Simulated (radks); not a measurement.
Problem. The table gives one normalised radial function P(r) = r R(r) of Dy1.5+ in [Xe] 4f10 6s(up 0.5, down 0) (r in bohr). Method: scalar-relativistic Kohn-Sham, PBE, spin-polarised, spherical densities, point nucleus; open shells are filled with parallel spins first (spin-orbit coupling, left out, can overturn this in heavy ions); computed with a radial shooting solver on a logarithmic mesh with Libxc functionals.

| r | P |
|---|---|
| 0.0007613 | 0.0364 |
| 0.001201 | 0.0526 |
| 0.001895 | 0.0745 |
| 0.003014 | 0.1026 |
| 0.004755 | 0.1332 |
| 0.007503 | 0.1573 |
| 0.01184 | 0.1540 |
| 0.01868 | 0.0912 |
| 0.0297 | -0.0556 |
| 0.04686 | -0.2226 |
| 0.07394 | -0.2108 |
| 0.1167 | 0.1287 |
| 0.1841 | 0.3636 |
| 0.2904 | -0.1502 |
| 0.4619 | -0.5167 |
| 0.7287 | 0.3699 |
| 1.15 | 1.0319 |
| 1.814 | 0.6051 |
| 2.862 | 0.1193 |
| 4.552 | 0.0056 |
| 7.181 | 0.0000 |
| 11.33 | 0.0000 |

Which n and l does it have? It may be an empty orbital.

Solution. n = 5, l = 0: the number of nodes gives n - l - 1 = 4, the rise at small r (about r^(l+1), flatter next to the nucleus through relativity) gives l, and the extent must fit the shell. The curve is that of 5s down; the table hardly tells the two spins apart. 5s down: eigenvalue -58.082 eV, 4 radial nodes at r = 0.0256, 0.101, 0.265, 0.628 bohr, <r> = 1.31 bohr, 90 % of the charge inside 1.89 bohr.
